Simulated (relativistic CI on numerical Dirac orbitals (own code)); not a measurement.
## Radial parameters of Au⁵⁴⁺

These numbers are calculated, not measured: Dirac-Coulomb-Breit CI, separate exchange-only KLI orbitals for each configuration, model QED (radiative potential, 1s self-energy scaled to tabulated hydrogen-like ionisation energies), unscaled Slater integrals (own radial code, finite nucleus).

Slater integrals F^k, G^k are unscaled and averaged over j, outside the closed core [Ne]; ζ comes from projecting the Hamiltonian with its Breit term on Σ l·s of the shell.

- 3s²3p⁶3d⁷: F^2(3d,3d) = 643190, F^4(3d,3d) = 415260, ζ(3d) = 305270 cm⁻¹; <r>(3d) = 0.1586, <r^2>(3d) = 0.02919 (bohr units).
- 3s²3p⁵3d⁸: ζ(3p) = 2.3548e+06, F^2(3d,3d) = 642340, F^4(3d,3d) = 414690, F^2(3p,3d) = 558510, G^1(3p,3d) = 596320, G^3(3p,3d) = 397200, ζ(3d) = 303080 cm⁻¹; <r>(3p) = 0.1763, <r^2>(3p) = 0.03609, <r>(3d) = 0.1588, <r^2>(3d) = 0.02926 (bohr units).
- 3s²3p⁴3d⁹: F^2(3p,3p) = 553040, ζ(3p) = 2.3537e+06, F^2(3p,3d) = 558110, G^1(3p,3d) = 596330, G^3(3p,3d) = 397080, ζ(3d) = 300900 cm⁻¹; <r>(3p) = 0.1764, <r^2>(3p) = 0.03614, <r>(3d) = 0.159, <r^2>(3d) = 0.02933 (bohr units).

(1) Give the Racah parameters of the d shell in 3s²3p⁶3d⁷.

Averages of the first 10 configurations, taken without configuration mixing, which lowers the lowest level and can move excited configurations by several eV; other configurations of the list can lie among them:

```
Configuration  Parity  States  Average energy above the lowest level (eV)
    3s²3p⁶3d⁷    even     120                                       127.0
    3s²3p⁵3d⁸     odd     270                                       720.8
    3s²3p⁴3d⁹    even     150                                      1323.5
     3s3p⁶3d⁸    even      90                                      1274.1
       3p⁶3d⁹    even      10                                      2433.2
     3s3p⁵3d⁹     odd     120                                      1866.1
  3s²3p⁶3d⁶4s    even     420                                      2195.3
  3s²3p⁶3d⁶4p     odd    1260                                      2405.2
  3s²3p⁴3d⁸4s    even    1350                                      3370.9
  3s²3p⁶3d⁶4d    even    2100                                      2631.8
```

Answers

(1) B = F²/49 − 5F⁴/441 = 8418 cm⁻¹ and C = 35F⁴/441 = 32958 cm⁻¹.
